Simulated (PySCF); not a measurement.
**C₆ coefficients of unlike pairs at BLYP**

Calculated with PySCF 2.14 from the dipole response of each species, C₆(A,B) = (3/π) ∫ α_A(iu) α_B(iu) du, in atomic units, from isotropic polarisabilities. For ions this is the dispersion term alone; charge-induced terms of lower order in 1/R come first.

| species | configuration | basis | relativity | α (bohr³) | C₆ (like pair) |
| --- | --- | --- | --- | --- | --- |
| Al(2+) | [Ne] 3s1 (2S) | def2-TZVPPD (6s5p4d1f) | none | 12.61 | 32.70 |
| Be(2+) | 1s2 (1S) | aug-cc-pVQZ (6s5p4d3f2g) | none | 0.05375 | 0.01086 |
| Re+ | [Xe] 4f14 5d5 6s1 (7S) | aug-cc-pwCVTZ-PP with ECP60MDF (8s8p7d4f3g) | core potential | 30.04 | 251.9 |

Task: Estimate C₆ for Re+ with Al(2+).

Result: The integral gives 88.93. The combination rule 2 C_A C_B / (C_A α_B/α_A + C_B α_A/α_B) gives 89.71 and the geometric mean 90.76.

No spin-orbit coupling is included.

The other pairs:

```tsv
pair	C₆
Be(2+), Al(2+)	0.3025
Re+, Be(2+)	1.011
```
